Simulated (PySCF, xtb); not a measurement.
C₄H₇BF₂, SMILES C(/B(C)F)=C(\C)F. One conformer was computed; it need not be the lowest.

Harmonic wavenumbers (cm⁻¹) from GFN2-xTB in xtb at its own minimum, in rising order: 18, 37, 109, 123, 132, 267, 312, 401, 416, 515, 556, 779, 814, 860, 871, 905, 1010, 1014, 1104, 1175, 1283, 1307, 1383, 1387, 1448, 1459, 1479, 1484, 1670, 3005, 3006, 3021, 3047, 3051, 3074, 3082.

### Question
What does PBE-D3(BJ)/def2-SVP (PySCF 2.14.0) give at its own minimum? (Estimate from the structure and the level; the computed values follow.)

### Answer
13, 56, 124, 135, 182, 286, 329, 416, 453, 560, 563, 787, 801, 828, 869, 892, 973, 1010, 1070, 1179, 1251, 1313, 1322, 1357, 1384, 1386, 1388, 1401, 1666, 2966, 2974, 3039, 3047, 3082, 3106, 3112. Paired by order, the mean absolute difference is 28 cm⁻¹ and the zero-point energies are 65.2 and 64.8 kcal/mol.
